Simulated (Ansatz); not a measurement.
CaF₂ (SMILES [F][Ca][F]), singlet, at a GFN2-xTB geometry (such geometries of metal compounds can be far from the true shape); REVPBE/def2-SVP (Ansatz, a quantum-chemistry and plane-wave program).

The Ansatz input:
Ansatz 0.2 input:
```yaml
crystal:
  periodic: [false, false, false]
  atoms:
    - {symbol: Ca, position_ang: [0.48463727, -0.07969732, -0.18176975]}
    - {symbol: F, position_ang: [-0.72534756, 1.23563849, -0.79918929]}
    - {symbol: F, position_ang: [-0.35162414, -1.05853334, 1.20312207]}
basis:
  gaussian:
    orbitals: def2-SVP
hamiltonian:
  xc: revpbe
accuracy: high
```

It wrote (shortened):

```
Functional definition: revPBE
1006 factors; integrals over basis functions are off by at most 3.5e-9 eV
mean field evaluation 1: about -23857.8135 eV, gradient 6.3e1 eV
mean field evaluation 2: about -23617.7378 eV, gradient 3.5e2 eV
mean field evaluation 4: about -23864.3145 eV, gradient 5.7e0 eV
mean field evaluation 8: about -23864.3802 eV, gradient 3.1e-1 eV
mean field evaluation 16: about -23864.3804 eV, gradient 1.2e-6 eV
mean field -23864.38035809 eV, -876.9998023017 hartree, gradient 1.4e-8 eV, S^2 0.000000; 0 other end points of the search recorded, 0 dependent functions left out
reference -23864.38036353 eV, -876.9998025017 hartree; 19, 19 occupied and 33, 33 virtual orbitals, 1006 factors
Total energy: -23864.38036353 eV, -876.9998025017 hartree
```
